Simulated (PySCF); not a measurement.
thiourea (CH4N2S), SMILES NC(N)=S. Atoms are numbered in the order given.

```xyz
8

N     -0.0578    -1.1562    -1.0536
C      0.0000     0.0000    -0.3161
N      0.0578     1.1562    -1.0536
S      0.0000     0.0000     1.3557
H      0.3054    -1.1706    -2.0095
H      0.0546    -2.0135    -0.5129
H     -0.3054     1.1706    -2.0095
H     -0.0546     2.0135    -0.5129
```
Charge 0, spin multiplicity 1.

The structure is a stationary point at PBE-D3(BJ)/def2-SVP. One conformer was computed; it need not be the lowest.

Computed with PySCF with PBE/def2-TZVPD.

Mulliken values depend strongly on the basis, most of all with diffuse functions as here. ESP charges are fitted to the potential on shells at 1.4 to 2.0 van der Waals radii. Atomic charges (e):

```json
[
 {"atom": "N1", "meta-Löwdin": "-0.40", "Mulliken": "-0.30", "ESP fit": "-0.66"},
 {"atom": "C2", "meta-Löwdin": "0.13", "Mulliken": "0.39", "ESP fit": "0.34"},
 {"atom": "N3", "meta-Löwdin": "-0.40", "Mulliken": "-0.30", "ESP fit": "-0.66"},
 {"atom": "S4", "meta-Löwdin": "-0.33", "Mulliken": "-0.54", "ESP fit": "-0.39"},
 {"atom": "H5", "meta-Löwdin": "0.24", "Mulliken": "0.18", "ESP fit": "0.36"},
 {"atom": "H6", "meta-Löwdin": "0.26", "Mulliken": "0.20", "ESP fit": "0.32"},
 {"atom": "H7", "meta-Löwdin": "0.24", "Mulliken": "0.18", "ESP fit": "0.36"},
 {"atom": "H8", "meta-Löwdin": "0.26", "Mulliken": "0.20", "ESP fit": "0.32"}
]
```
